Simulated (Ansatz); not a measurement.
Saddle point of Si₂NH₆F, closed shell (Si₂NH₆F ([NH2][SiH]([F])[SiH3]) → Si₂NH₅ ([NH][SiH][SiH3]) + HF; bonds formed: F2–H4; bonds broken: Si1–F2, N3–H4), PBE0-D4/def2-TZVP structure:

Si1  (-0.042, 0.854, 0.084)
F2  (1.418, -0.073, -1.448)
N3  (-0.789, 1.054, -1.342)
H4  (0.546, 0.304, -1.798)
H5  (0.625, 1.947, 0.856)
Si6  (-0.185, -1.204, 1.170)
H7  (-0.916, 1.973, -1.743)
H8  (-1.177, -1.080, 2.272)
H9  (1.140, -1.540, 1.750)
H10  (-0.621, -2.234, 0.198)
(Å)

Energies are electronic, without zero-point energy. Barriers and step energies count from the start structure reached by relaxing down the imaginary mode; all methods use the PBE0-D4 structures, on which another method's saddle can fall below an end. Program: Ansatz 0.2.0. Basis: def2-TZVPP, with def2-QZVPP for the basis limit. Cores are frozen in the correlated methods. B3LYP uses VWN-RPA correlation. Extrapolation: Hartree–Fock as exp(−7.88 √X), correlation as X^−2.97.

```tsv
method	barrier (kJ/mol)	step energy (kJ/mol)
SPW92	301.9	277.9
PBE-D4	?	272.2
BLYP-D4	303.5	267.5
r2SCAN-D4	329.7	297.4
B97M-V	341.2	306.5
PBE0-D4	330.8	298.1
B3LYP-D4	328.1	290.2
r2SCAN0-D4	347.4	312.8
BHLYP-D4	359.7	318.8
CAM-B3LYP-D4	341.2	305.0
wB97X-V	?	311.0
wB97M-V	?	303.1
B2PLYP	334.3	295.5
PBE-QIDH	347.0	311.3
RPA on PBE	329.8	287.8
HF	398.4	350.4
MP2	336.1	297.1
CCSD	351.5	308.1
CCSD(T)	338.9	296.8
```

(1) Fill in the withheld barriers. (Judge from chemistry; the value comes from the calculation.)

The T1 diagnostic stays at or below 0.017.

## Answers

(1) Computed: wB97X-V 344.2; PBE-D4 301.7; wB97M-V 335.5 kJ/mol. Each is the energy of the saddle less that of the start structure, by the same method.

For comparison, the barrier by CCSD(T) at an estimated basis limit (MP2 extrapolated from triple and quadruple zeta, plus CCSD(T) − MP2 in triple zeta) is 339.9 kJ/mol.

Labels in which every atom is bracketed show which atoms are joined, not bond orders.

For scale, one of the runs: CCSD(T)/def2-TZVPP, 230 basis functions (an equivalent command: `ansatz run in.yaml --threads 4`). Hardware: 4 CPU threads, shared host. Wall time 35 s; peak host memory 4.2 GiB.
